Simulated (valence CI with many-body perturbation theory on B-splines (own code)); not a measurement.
The numbers below are computed, except where a source is named.
Se XII: what the settings do

Method: configuration interaction combined with many-body perturbation theory (CI+MBPT): five valence electrons over a frozen Dirac-Fock core [Ar], radial functions for each j: 6 s, 6 p, 5 d, 5 f, 1 g, with the one-electron correlation potential Σ1 (screened to all orders), the two-electron term Σ2, the three-electron term Σ3, Breit, model QED; selected single and double excitations, second order for the rest, scaled by the run's own slope (own B-spline code, finite nucleus).

No measured spectrum was set against this ion. As an estimate, terms of the open shell hold to 2 to 4 % of their energy, and close levels can change places. Among the levels kept, up to 360 cm⁻¹ of a level comes from second order outside the variational space, and about a tenth of that is noise between levels of different J, which matters for small intervals. Only levels of the ground parity were solved; by the run's estimate the other parity begins above the list, which can be wrong where configurations are misplaced.

The reference run has the lowest level 3d⁵ ⁶S_5/2 and an ionisation energy of 342.005 eV. Its largest variational space holds 9987 state functions.

Names give the largest LS component (configuration and term), which can be under half, so a name can repeat, a term be missing and a line seem to break the LS rules; names also repeat where a configuration has a term twice.

Changed runs:
A. cutoff of virtual states (hartree) 2312 → 840; shift of the energy in Σ1 (hartree) 0 → 1.422
B. three-electron term on → off
C. selection threshold (hartree) 2e-08 → 2e-07; Breit term on → off
D. correlating orbitals by l 3 3 3 3 1 → 0 0 0 0 0 (bad on purpose)

Excitation energies of the reference run in cm⁻¹, and shifts in cm⁻¹:

```csv
Level,Reference,A,B,C,D
3d⁵ ⁴G_5/2,66248,+41,+816,-223,+2619
3d⁵ ⁴G_11/2,66715,+37,+775,+643,+2503
3d⁵ ⁴G_7/2,66929,+36,+779,+83,+2544
3d⁵ ⁴G_9/2,67214,+34,+760,+381,+2502
3d⁵ ⁴P_5/2,72028,+53,+1280,-398,+3962
3d⁵ ⁴P_3/2,73560,+52,+1249,-337,+3972
3d⁵ ⁴P_1/2,75275,+127,+1474,-101,+4063
3d⁵ ⁴D_7/2,80874,+42,+372,+132,+3522
3d⁵ ⁴D_1/2,83186,+132,+622,+106,+3578
3d⁵ ⁴D_5/2,84158,+34,+686,+260,+3757
3d⁵ ⁴D_3/2,84407,+34,+697,+193,+3716
3d⁵ ²I_11/2,96202,+57,+1554,+387,+3372
Ionisation energy (eV),342.005,+0.377,-0.006,-0.034,+0.250
```
